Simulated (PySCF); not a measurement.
Molecule: Sn(Me)2(OMe)2, SMILES [O](C)[Sn]([CH3])([O]C)[CH3] (C₄H₁₂O₂Sn). Atoms near the plane z = 1.2 Å, at the GFN2-xTB optimised geometry (x, y, z in Å): C1 (-1.0, 2.1, 1.0), O2 (-1.3, 1.1, 0.0), Sn3 (-0.7, -0.8, 0.0), C4 (-1.9, -2.0, 1.4), C5 (1.6, -0.8, 0.0), H8 (-1.4, 3.0, 0.6), H9 (0.1, 2.2, 1.1), H10 (-1.4, 1.8, 1.9), H11 (-1.4, -2.0, 2.4), H12 (-1.9, -3.0, 1.0), H13 (-2.9, -1.6, 1.5), H16 (1.9, -0.7, 1.0).

Method: CAM-B3LYP/def2-SVP, def2 effective core potentials past Kr in PySCF. The core electrons that the potentials of Sn replace are not part of the density. Cells within 0.4 Å of a nucleus heavier than hydrogen are left out (blank, or x). The values are rescaled to run from 0 to 1.

```
|111111111111111111111111111|
|111111111111111111111111111|
|111111111111111111111111111|
|111111111221111111111111111|
|111111112332211111111111111|
|111111113785322211111111111|
|111100113999875322111111111|
|111000014999999622221111111|
|1100000159xx999732222211111|
|110000004999999422222221111|
|111000001799954322222221111|
|111000000257654322222222111|
|111110001257875433322222111|
|111111112599997457742222111|
|111122234899999589993222111|
|111224666999999699993222111|
|111249999999998569953222111|
|111249999999996444432222111|
|11123699xx99664333222222111|
|111122499997443332222222111|
|111111399994333322222222111|
|111111279973222222222222111|
|111111246642222222222221111|
|111111223322222222222211111|
|111111122222222222222111111|
|111111111222222222211111111|
|111111111111111111111111111|
```
Scale: ten equal steps from 0.000 (start of '0') to 1.00 (end of '9'), in the order '0123456789'; x runs from -5.50 to 5.50, y from -5.50 (bottom) to 5.50 (top).

Which quantity is mapped?
A. deformation density (molecule minus spherical neutral atoms)
B. electrostatic potential
C. Laplacian of the electron density
D. log10 of the electron density

B, electrostatic potential. In full: electrostatic potential (hartree/e), clipped to [-0.08, 0.12].
